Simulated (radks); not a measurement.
The numbers below are computed, except where a source is named.
Spin polarisation of the 4p1 shell in Se3+. Start: [Ar] 3d10 4s2 4p(up 0.5, down 0.5); electrons of 4p are moved from spin down to spin up, other shells keep equal spins. Code: a radial shooting solver on a logarithmic mesh with Libxc functionals. Model: scalar-relativistic Kohn-Sham, PBEsol, spin-polarised, spherical densities, point nucleus.

moment (Bohr magnetons)  E - E(0) (eV)  e(4p up) (eV)  e(4p down) (eV)  4s down minus up (eV)  3d down minus up (eV)  3p down minus up (eV)
0                                0.000        -36.451          -36.451                 0.000                  0.000                  0.000
0.25                            -0.022        -36.620          -36.272                  0.337                  0.041                  0.028
0.5                             -0.087        -36.779          -36.081                  0.675                  0.083                  0.056
0.75                            -0.196        -36.928          -35.877                  1.017                  0.125                  0.084
1                               -0.350        -37.068          -35.660                  1.363                  0.167                  0.112

At moment 1 the spin-polarisation energy is -0.350 eV and the 4p exchange splitting 1.408 eV, that is 1.408 eV per Bohr magneton; E = -I m^2/4 would give I = 1.399 eV.
